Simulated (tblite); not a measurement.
A tight-binding relaxation on `C[AsH][C@@H]1C[SiH2]1`.

Computed with GFN2-xTB geometry optimisation, gas phase (tblite 0.8.0). Start geometry: from a force field or distance geometry. The command runs a driver script over a list of jobs; the input below is this job's line of settings and its coordinates in Å.

Command:
```bash
OMP_NUM_THREADS=1 python probes_run.py task.json out
```

Input:
```
{"job": {"kind": "relax", "xc": "GFN2-xTB", "basis": "xTB"}, "charge": 0, "multiplicity": 1}
C      2.275800    -0.410000     0.169400
As     0.679300    -1.173100    -0.724500
C     -0.559100    -0.101500     0.367000
C     -1.957900    -0.087800    -0.157500
Si    -1.035900     1.521700    -0.477600
H      3.163200    -0.983400    -0.127600
H      2.148900    -0.452400     1.268800
H      2.394200     0.655000    -0.138800
H      0.626900    -2.381600     0.286000
H     -0.470600    -0.054800     1.472700
H     -2.734000    -0.025100     0.641900
H     -2.137000    -0.721800    -1.048800
H     -0.782700     1.633000    -1.918700
H     -1.611600     2.581300     0.350800
```

Output:
```
step      E/eV     max force
  0    -408.73997    1.350
  1    -408.83481    0.927
  2    -408.89849    0.598
  3    -408.91876    0.462
  4    -408.93933    0.414
  5    -408.96003    0.631
  6    -408.97958    0.586
  7    -408.99145    0.308
  8    -408.99881    0.219
  9    -409.00509    0.217
... (45 lines left out)
 55    -409.02863    0.028
 56    -409.02872    0.026
 57    -409.02878    0.021
 58    -409.02884    0.019
 59    -409.02891    0.028
 60    -409.02900    0.032
 61    -409.02909    0.033
 62    -409.02914    0.023
 63    -409.02916    0.013
 64    -409.02918    0.010
```

«max force» is the largest atomic force in eV/Å.

Summary of the converged run: energy lowered by 6.7 kcal/mol over 64 steps; largest atomic force 0.010 eV/Å at the end.

Question: Give the final coordinates.

Answer: 0.149 Å rms from the input after alignment:
```
atom  x, y, z in Å
C1     2.3217   -0.4254    0.1610
As2    0.7040   -1.2246   -0.6363
C3    -0.5815   -0.0779    0.3024
C4    -2.0396   -0.1034   -0.1881
Si5   -1.1716    1.5372   -0.4774
H6     3.1869   -1.0679    0.0015
H7     2.1960   -0.2644    1.2305
H8     2.5205    0.5353   -0.3149
H9     0.6331   -2.3502    0.3778
H10   -0.4680   -0.0871    1.3844
H11   -2.7980   -0.2053    0.5771
H12   -2.2362   -0.7547   -1.0324
H13   -0.7489    1.8532   -1.8334
H14   -1.5188    2.6347    0.4107
```

The run took 0.41 s wall on one thread of an Arm Neoverse V1, shared host.
Labels such as C1 count atoms from 1, the log's own numbers from 0.
